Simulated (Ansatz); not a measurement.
`Cl[SiH](Cl)[GeH3]` and `CO[SiH](Cl)[GeH3]` differ in one atom or group.

Ansatz, PBE0-D4/def2-TZVP geometries, multiplicity 1. Each molecule was computed in one conformer, which needn't be the lowest.

Scalar relativity is left out up to krypton.

```json
{"property": "HOMO energy (ωB97M-V/def2-TZVPP) / eV", "`Cl[SiH](Cl)[GeH3]`": "-10.24"}
{"property": "HOMO energy (PBE0/def2-TZVPP) / eV", "`Cl[SiH](Cl)[GeH3]`": "-8.21"}
{"property": "HOMO–LUMO gap (B3LYP/def2-TZVPP) / eV", "`Cl[SiH](Cl)[GeH3]`": "7.44"}
{"property": "LUMO energy (B3LYP/def2-TZVPP) / eV", "`Cl[SiH](Cl)[GeH3]`": "-0.56"}
{"property": "LUMO energy (ωB97M-V/def2-TZVPP) / eV", "`Cl[SiH](Cl)[GeH3]`": "1.49"}
{"property": "HOMO energy (PBE/def2-TZVPP) / eV", "`Cl[SiH](Cl)[GeH3]`": "-7.03"}
```

Question: What does the change do to each property? (Best estimate.)

Answer: Ansatz gave: 
| property | `CO[SiH](Cl)[GeH3]` | shift |
| --- | --- | --- |
| HOMO energy (ωB97M-V/def2-TZVPP) / eV | -9.82 | 0.42 |
| HOMO energy (PBE0/def2-TZVPP) / eV | -7.74 | 0.47 |
| HOMO–LUMO gap (B3LYP/def2-TZVPP) / eV | 7.24 | -0.20 |
| LUMO energy (B3LYP/def2-TZVPP) / eV | -0.30 | 0.26 |
| LUMO energy (ωB97M-V/def2-TZVPP) / eV | 1.67 | 0.18 |
| HOMO energy (PBE/def2-TZVPP) / eV | -6.50 | 0.53 |

With PBE0 the HOMO rises by 0.47 eV and the LUMO rises by 0.26 eV, so the gap narrows by about 0.21 eV. PBE moves the HOMO by 0.53 eV and ωB97M-V by 0.42 eV.

B3LYP here is the variant with VWN-RPA as its local correlation; programs differ in this.
